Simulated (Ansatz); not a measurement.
CuNFH₃⁻, that is Cu(NH3)F with one electron more. Charge -1, multiplicity 2. Geometry PBE-D4/def2-TZVP, that of the neutral singlet; atoms count from 1.

```xyz
6

Cu    1.038    0.200    0.486
N    -0.661   -0.128   -0.310
H    -1.326    0.624   -0.100
H    -1.073   -1.004    0.029
H    -0.591   -0.197   -1.330
F     2.613    0.505    1.224
```

The highest occupied level of the charge -1 doublet lies above zero (up to 1.42 eV). By energy differences it is unbound by 0.12 eV (vertical, to the charge 0 singlet, at PBE0-D4/def2-TZVPD) and held by the finite basis.

Question: Estimate the Mulliken populations from the PBE0/def2-TZVPD orbitals of Ansatz.

Answer: 
| atom | charge (e) | spin (α − β) | d electrons |
| --- | --- | --- | --- |
| Cu1 | -1.22 | 1.36 | 9.73 |
| N2 | -0.97 | 0.71 | – |
| H3 | 0.59 | -0.32 | – |
| H4 | 0.59 | -0.32 | – |
| H5 | 0.59 | -0.32 | – |
| F6 | -0.57 | -0.12 | – |
Mulliken values and Mayer orders depend strongly on the basis. With diffuse functions, as here, like atoms can get unlike values, and bond orders can come out too low or too high.

Question: Where does the spin sit?

Answer: Summed by element: Cu 1.36, N 0.71, H -0.95, F -0.12, of 1 unpaired in all. Largest on single atoms: Cu1 1.36, N2 0.71, H4 -0.32.

Question: And the Mayer bond orders between bonded heavy atoms (over 0.3)?

Answer: Cu1–N2 1.85 (1.91 Å).
